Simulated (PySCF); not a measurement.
**How methods differ on the ionisation energy of Mo⁺**

Mo⁺ [Kr] 4d5 (6S) → Mo²⁺ [Kr] 4d4 (5D), as a difference of total energies. Computed with PySCF 2.14 in x2c-TZVPPall with one added diffuse shell each of s, p, d, f type (9s7p7d3f1g, 95 functions), with the spin-free X2C one-electron Hamiltonian (Gaussian nucleus). Correlated levels: valence: [Kr] frozen; valence and next inner shell: [Ar] 3d10 frozen. The calculations carry no spin-orbit coupling.

```
                                method  ionisation energy (eV)
                                   UHF                  15.083
                                   LDA                  16.717
                                   PBE                  16.494
                                  PBE0                  16.336
                                r2SCAN                  16.368
                               LC-wPBE                  16.158
                                PBEsol                  16.529
                             CAM-B3LYP                  16.129
                                 M06-L                  15.828
                         MP2 (valence)                  15.747
                     SCS-MP2 (valence)                  15.305
    MP2 (valence and next inner shell)                  16.143
SCS-MP2 (valence and next inner shell)                  15.719
```

A first-order spin-orbit estimate (lowest level to lowest level, LS coupling) adds -0.143 eV.

Errors of the correlated levels include the incompleteness of this basis and the frozen core.

Q: Which method comes closest to the reference value, and which is furthest?

A: The reference is 16.16 ± 0.12 eV (semi-empirical (NIST evaluation); NIST Atomic Spectra Database, ionization energies). Closest: PBE0 (error 0.033 eV); furthest: UHF (error -1.220 eV), both after the spin-orbit estimate.
